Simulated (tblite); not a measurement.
Record of a relaxation.

Compound: C₄H₁₃PSSi.
SMILES with atom numbers: `[CH3:1][CH2:2][CH2:3][P@H:4](=[S:5])[CH2:6][SiH3:7]` (hydrogens: H8, H9, H10 on C1; H11, H12 on C2; H13, H14 on C3; H15 on P4; H16, H17 on C6; H18, H19, H20 on Si7)

Computed with GFN2-xTB (tblite), gas phase: L-BFGS steps from a force-field or distance-geometry start until the largest atomic force falls under 0.01 eV/Å. 6 of its 105 geometries are shown.

Step 0: E = -616.1881 eV, largest atomic force 15.583 eV/Å
```
atom  x, y, z in Å  |  force x, y, z in eV/Å
C1     -2.639    0.711   -0.638   -1.741   1.652   0.189
C2     -2.269   -0.714   -0.450   -0.654  -1.519   0.303
C3     -0.965   -0.823    0.308    0.037   0.165   1.238
P4      0.421   -0.004   -0.558   -1.095   4.438  11.897
S5      0.616   -0.679   -2.116    1.646  -5.784 -14.376
C6      1.886   -0.444    0.442   -0.835   0.047   1.718
Si7     3.282    0.767    0.250    1.413   0.214   0.086
H8     -3.001    0.913   -1.669    0.457   0.062   0.676
H9     -1.815    1.381   -0.352   -0.400  -0.072  -0.351
H10    -3.511    0.944    0.047    0.940   0.104  -0.722
H11    -3.067   -1.191    0.186    0.670  -0.018  -0.706
H12    -2.252   -1.229   -1.439    0.316   0.100   0.757
H13    -0.664   -1.883    0.455    0.021   0.465  -0.128
H14    -1.035   -0.347    1.313   -0.293  -0.370  -0.355
H15     0.229    1.383   -0.659    0.163   0.015   0.830
H16     2.181   -1.464    0.181   -0.183   0.130  -0.220
H17     1.607   -0.466    1.522    0.086  -0.006  -0.501
H18     2.816    2.136    0.372   -0.172   0.201  -0.091
H19     4.191    0.523    1.409   -0.244   0.037  -0.388
H20     3.983    0.495   -1.014   -0.132   0.137   0.144
```

Step 21: E = -618.0716 eV, largest atomic force 0.112 eV/Å
```
atom  x, y, z in Å  |  force x, y, z in eV/Å
C1     -2.721    0.749   -0.626   -0.011  -0.014  -0.013
C2     -2.272   -0.699   -0.435    0.025  -0.061   0.003
C3     -0.971   -0.816    0.346    0.061  -0.007   0.045
P4      0.466   -0.128   -0.584    0.043   0.073  -0.022
S5      0.615   -0.675   -2.430    0.024   0.001   0.054
C6      1.893   -0.462    0.505   -0.030  -0.034   0.026
Si7     3.328    0.773    0.243   -0.034  -0.044  -0.001
H8     -3.070    0.902   -1.643   -0.082   0.047  -0.009
H9     -1.896    1.438   -0.452   -0.004   0.007  -0.017
H10    -3.527    0.999    0.059    0.023   0.070   0.025
H11    -3.045   -1.264    0.087   -0.045  -0.048  -0.021
H12    -2.119   -1.169   -1.409    0.043  -0.017  -0.043
H13    -0.736   -1.871    0.525    0.027  -0.059  -0.020
H14    -1.021   -0.314    1.315   -0.087   0.062   0.033
H15     0.309    1.252   -0.399    0.014  -0.009   0.005
H16     2.223   -1.483    0.306    0.004  -0.024  -0.064
H17     1.534   -0.433    1.535    0.025   0.060   0.051
H18     2.792    2.132    0.330   -0.033   0.018  -0.003
H19     4.244    0.532    1.357    0.047  -0.004   0.008
H20     3.968    0.545   -1.044   -0.010  -0.016  -0.037
```

Step 42: E = -618.1688 eV, largest atomic force 0.122 eV/Å
```
atom  x, y, z in Å  |  force x, y, z in eV/Å
C1     -2.750    0.722   -0.651    0.030  -0.077  -0.023
C2     -2.214   -0.699   -0.564    0.056  -0.036   0.036
C3     -1.022   -0.779    0.383    0.073   0.006  -0.013
P4      0.484   -0.075   -0.430   -0.036  -0.109   0.041
S5      0.712   -0.564   -2.283    0.001   0.053   0.001
C6      1.899   -0.484    0.643   -0.032   0.001  -0.070
Si7     3.317    0.717    0.182    0.017  -0.004   0.043
H8     -3.469    0.800   -1.460   -0.096   0.036  -0.010
H9     -1.933    1.412   -0.857    0.019   0.033  -0.027
H10    -3.230    1.009    0.280   -0.002   0.062   0.024
H11    -2.998   -1.382   -0.230   -0.027   0.012  -0.015
H12    -1.881   -1.018   -1.557   -0.034  -0.051   0.015
H13    -0.782   -1.823    0.622   -0.007   0.055  -0.019
H14    -1.214   -0.235    1.314    0.019  -0.071  -0.015
H15     0.347    1.292   -0.176   -0.052   0.087  -0.015
H16     2.169   -1.515    0.400    0.022   0.003   0.081
H17     1.605   -0.432    1.694    0.059   0.035  -0.100
H18     2.768    2.072    0.293    0.014   0.031   0.006
H19     4.387    0.527    1.156    0.020  -0.038   0.059
H20     3.800    0.465   -1.170   -0.043  -0.028   0.001
```

Step 62: E = -618.2127 eV, largest atomic force 0.074 eV/Å
```
atom  x, y, z in Å  |  force x, y, z in eV/Å
C1     -2.732    0.704   -0.677    0.025  -0.067   0.020
C2     -2.242   -0.732   -0.548    0.036  -0.032   0.028
C3     -1.002   -0.830    0.336   -0.029   0.008   0.013
P4      0.455   -0.012   -0.450   -0.053   0.023  -0.024
S5      0.699   -0.420   -2.320    0.017   0.017  -0.003
C6      1.863   -0.390    0.642   -0.011  -0.027   0.010
Si7     3.361    0.713    0.210    0.022  -0.010   0.013
H8     -3.613    0.740   -1.314    0.041   0.051   0.007
H9     -1.949    1.318   -1.128   -0.066  -0.016  -0.001
H10    -2.990    1.121    0.297    0.034  -0.026  -0.052
H11    -3.032   -1.367   -0.135    0.028   0.045  -0.017
H12    -1.986   -1.114   -1.542   -0.024   0.011   0.035
H13    -0.721   -1.883    0.477    0.009   0.054  -0.021
H14    -1.179   -0.384    1.319    0.003  -0.002  -0.007
H15     0.249    1.345   -0.155   -0.020  -0.034   0.014
H16     2.115   -1.440    0.477   -0.012  -0.038  -0.002
H17     1.555   -0.273    1.681   -0.016   0.025   0.015
H18     2.960    2.114    0.356   -0.033   0.003  -0.025
H19     4.381    0.389    1.206    0.034  -0.011  -0.006
H20     3.802    0.409   -1.145    0.014   0.027   0.004
```

Step 83: E = -618.2185 eV, largest atomic force 0.015 eV/Å
```
atom  x, y, z in Å  |  force x, y, z in eV/Å
C1     -2.711    0.693   -0.689   -0.003   0.005  -0.010
C2     -2.243   -0.747   -0.543   -0.008   0.003  -0.004
C3     -0.995   -0.840    0.326   -0.003   0.001  -0.006
P4      0.443    0.015   -0.450   -0.002  -0.005   0.007
S5      0.710   -0.340   -2.327   -0.011   0.002   0.003
C6      1.844   -0.376    0.648   -0.002  -0.005   0.004
Si7     3.362    0.698    0.212    0.004   0.004   0.000
H8     -3.627    0.738   -1.273   -0.005   0.001  -0.003
H9     -1.951    1.278   -1.208    0.013  -0.002   0.003
H10    -2.898    1.144    0.284    0.003  -0.005  -0.005
H11    -3.034   -1.360   -0.106   -0.010   0.004   0.011
H12    -2.011   -1.149   -1.532    0.010  -0.004  -0.002
H13    -0.694   -1.888    0.446    0.005   0.001   0.002
H14    -1.168   -0.412    1.318   -0.001  -0.009  -0.002
H15     0.210    1.357   -0.119    0.004   0.008   0.007
H16     2.070   -1.435    0.506    0.002  -0.007  -0.003
H17     1.532   -0.227    1.683   -0.005  -0.006   0.006
H18     2.959    2.099    0.360    0.000   0.009  -0.008
H19     4.390    0.354    1.194    0.010   0.001   0.009
H20     3.807    0.408   -1.144   -0.003   0.003  -0.012
```

Step 104: E = -618.2198 eV, largest atomic force 0.009 eV/Å
```
atom  x, y, z in Å  |  force x, y, z in eV/Å
C1     -2.690    0.694   -0.708    0.000  -0.001   0.000
C2     -2.244   -0.750   -0.538    0.001   0.001   0.003
C3     -1.001   -0.848    0.337    0.002   0.002   0.003
P4      0.434    0.023   -0.426   -0.001   0.000   0.003
S5      0.683   -0.295   -2.313    0.006  -0.002  -0.001
C6      1.846   -0.386    0.651    0.000   0.000  -0.001
Si7     3.352    0.702    0.204    0.002   0.001  -0.007
H8     -3.598    0.746   -1.303   -0.005   0.006   0.000
H9     -1.913    1.259   -1.225    0.006   0.002  -0.007
H10    -2.879    1.160    0.257   -0.006   0.000   0.003
H11    -3.047   -1.344   -0.093   -0.005  -0.003  -0.002
H12    -2.014   -1.171   -1.520    0.000  -0.005  -0.001
H13    -0.696   -1.895    0.450    0.000  -0.002  -0.002
H14    -1.182   -0.431    1.332    0.005   0.004   0.004
H15     0.207    1.358   -0.064   -0.006   0.000   0.001
H16     2.075   -1.442    0.491    0.000  -0.003  -0.002
H17     1.546   -0.253    1.691   -0.001  -0.004   0.004
H18     2.938    2.101    0.341    0.002  -0.001   0.001
H19     4.392    0.376    1.181   -0.003   0.001   0.000
H20     3.787    0.407   -1.155    0.004   0.004   0.001
```

**Question.** Summarise the path.

**Answer.** The energy falls by 46.85 kcal/mol from step 0 to step 104; nine tenths of that is first reached at step 9. It falls at every step. The largest force goes from 15.583 to 0.009 eV/Å. Among the bonds P4=S5 changes most, from 1.709 to 1.930 Å; the atoms move by 0.388 Å rms after alignment.

**Question.** Follow the three bonds and two angles with the largest change from start to end.

**Answer.** 
```json
{"step": "0", "E above end (kcal/mol)": "46.85", "largest force (eV/Å)": "15.583", "P4=S5 (Å)": "1.709", "C6–Si7 (Å)": "1.858", "C1–H10 (Å)": "1.134", "C6–P4–H15 (°)": "112.8", "C3–P4–H15 (°)": "111.9"}
{"step": "5", "E above end (kcal/mol)": "7.22", "largest force (eV/Å)": "0.658", "P4=S5 (Å)": "1.922", "C6–Si7 (Å)": "1.903", "C1–H10 (Å)": "1.082", "C6–P4–H15 (°)": "110.1", "C3–P4–H15 (°)": "109.5"}
{"step": "9", "E above end (kcal/mol)": "4.53", "largest force (eV/Å)": "0.244", "P4=S5 (Å)": "1.927", "C6–Si7 (Å)": "1.906", "C1–H10 (Å)": "1.089", "C6–P4–H15 (°)": "103.3", "C3–P4–H15 (°)": "105.2"}
{"step": "14", "E above end (kcal/mol)": "3.78", "largest force (eV/Å)": "0.128", "P4=S5 (Å)": "1.932", "C6–Si7 (Å)": "1.911", "C1–H10 (Å)": "1.087", "C6–P4–H15 (°)": "101.6", "C3–P4–H15 (°)": "103.8"}
{"step": "18", "E above end (kcal/mol)": "3.56", "largest force (eV/Å)": "0.141", "P4=S5 (Å)": "1.928", "C6–Si7 (Å)": "1.910", "C1–H10 (Å)": "1.088", "C6–P4–H15 (°)": "101.5", "C3–P4–H15 (°)": "102.6"}
{"step": "23", "E above end (kcal/mol)": "3.29", "largest force (eV/Å)": "0.151", "P4=S5 (Å)": "1.933", "C6–Si7 (Å)": "1.912", "C1–H10 (Å)": "1.087", "C6–P4–H15 (°)": "100.7", "C3–P4–H15 (°)": "102.2"}
{"step": "27", "E above end (kcal/mol)": "2.97", "largest force (eV/Å)": "0.202", "P4=S5 (Å)": "1.926", "C6–Si7 (Å)": "1.910", "C1–H10 (Å)": "1.089", "C6–P4–H15 (°)": "101.3", "C3–P4–H15 (°)": "102.1"}
{"step": "32", "E above end (kcal/mol)": "2.07", "largest force (eV/Å)": "0.209", "P4=S5 (Å)": "1.933", "C6–Si7 (Å)": "1.910", "C1–H10 (Å)": "1.090", "C6–P4–H15 (°)": "100.8", "C3–P4–H15 (°)": "102.3"}
{"step": "36", "E above end (kcal/mol)": "1.68", "largest force (eV/Å)": "0.113", "P4=S5 (Å)": "1.929", "C6–Si7 (Å)": "1.913", "C1–H10 (Å)": "1.088", "C6–P4–H15 (°)": "100.4", "C3–P4–H15 (°)": "102.7"}
{"step": "41", "E above end (kcal/mol)": "1.25", "largest force (eV/Å)": "0.108", "P4=S5 (Å)": "1.930", "C6–Si7 (Å)": "1.915", "C1–H10 (Å)": "1.087", "C6–P4–H15 (°)": "100.6", "C3–P4–H15 (°)": "102.4"}
{"step": "45", "E above end (kcal/mol)": "1.01", "largest force (eV/Å)": "0.124", "P4=S5 (Å)": "1.930", "C6–Si7 (Å)": "1.914", "C1–H10 (Å)": "1.092", "C6–P4–H15 (°)": "101.9", "C3–P4–H15 (°)": "101.9"}
{"step": "50", "E above end (kcal/mol)": "0.79", "largest force (eV/Å)": "0.084", "P4=S5 (Å)": "1.931", "C6–Si7 (Å)": "1.913", "C1–H10 (Å)": "1.088", "C6–P4–H15 (°)": "101.8", "C3–P4–H15 (°)": "101.5"}
{"step": "54", "E above end (kcal/mol)": "0.57", "largest force (eV/Å)": "0.106", "P4=S5 (Å)": "1.929", "C6–Si7 (Å)": "1.909", "C1–H10 (Å)": "1.090", "C6–P4–H15 (°)": "101.9", "C3–P4–H15 (°)": "101.7"}
{"step": "59", "E above end (kcal/mol)": "0.28", "largest force (eV/Å)": "0.113", "P4=S5 (Å)": "1.931", "C6–Si7 (Å)": "1.910", "C1–H10 (Å)": "1.088", "C6–P4–H15 (°)": "100.0", "C3–P4–H15 (°)": "103.2"}
{"step": "63", "E above end (kcal/mol)": "0.13", "largest force (eV/Å)": "0.089", "P4=S5 (Å)": "1.930", "C6–Si7 (Å)": "1.911", "C1–H10 (Å)": "1.090", "C6–P4–H15 (°)": "100.9", "C3–P4–H15 (°)": "102.9"}
{"step": "68", "E above end (kcal/mol)": "0.07", "largest force (eV/Å)": "0.045", "P4=S5 (Å)": "1.930", "C6–Si7 (Å)": "1.913", "C1–H10 (Å)": "1.089", "C6–P4–H15 (°)": "100.7", "C3–P4–H15 (°)": "102.8"}
{"step": "72", "E above end (kcal/mol)": "0.05", "largest force (eV/Å)": "0.028", "P4=S5 (Å)": "1.930", "C6–Si7 (Å)": "1.911", "C1–H10 (Å)": "1.089", "C6–P4–H15 (°)": "101.0", "C3–P4–H15 (°)": "102.6"}
{"step": "77", "E above end (kcal/mol)": "0.04", "largest force (eV/Å)": "0.024", "P4=S5 (Å)": "1.930", "C6–Si7 (Å)": "1.912", "C1–H10 (Å)": "1.089", "C6–P4–H15 (°)": "101.0", "C3–P4–H15 (°)": "102.5"}
{"step": "81", "E above end (kcal/mol)": "0.03", "largest force (eV/Å)": "0.017", "P4=S5 (Å)": "1.930", "C6–Si7 (Å)": "1.911", "C1–H10 (Å)": "1.089", "C6–P4–H15 (°)": "101.1", "C3–P4–H15 (°)": "102.5"}
{"step": "86", "E above end (kcal/mol)": "0.03", "largest force (eV/Å)": "0.022", "P4=S5 (Å)": "1.930", "C6–Si7 (Å)": "1.910", "C1–H10 (Å)": "1.089", "C6–P4–H15 (°)": "101.0", "C3–P4–H15 (°)": "102.5"}
{"step": "90", "E above end (kcal/mol)": "0.02", "largest force (eV/Å)": "0.022", "P4=S5 (Å)": "1.930", "C6–Si7 (Å)": "1.911", "C1–H10 (Å)": "1.089", "C6–P4–H15 (°)": "101.0", "C3–P4–H15 (°)": "102.6"}
{"step": "95", "E above end (kcal/mol)": "0.01", "largest force (eV/Å)": "0.013", "P4=S5 (Å)": "1.930", "C6–Si7 (Å)": "1.910", "C1–H10 (Å)": "1.089", "C6–P4–H15 (°)": "100.8", "C3–P4–H15 (°)": "102.7"}
{"step": "99", "E above end (kcal/mol)": "0.01", "largest force (eV/Å)": "0.020", "P4=S5 (Å)": "1.930", "C6–Si7 (Å)": "1.911", "C1–H10 (Å)": "1.089", "C6–P4–H15 (°)": "100.8", "C3–P4–H15 (°)": "102.7"}
{"step": "104", "E above end (kcal/mol)": "0.00", "largest force (eV/Å)": "0.009", "P4=S5 (Å)": "1.930", "C6–Si7 (Å)": "1.911", "C1–H10 (Å)": "1.089", "C6–P4–H15 (°)": "100.7", "C3–P4–H15 (°)": "102.5"}
```

What follows is the cost of the whole relaxation. On Arm Neoverse V2, one thread, no GPU, shared host with 32 logical CPUs at a one-minute load of 19, this took 0.75 s.
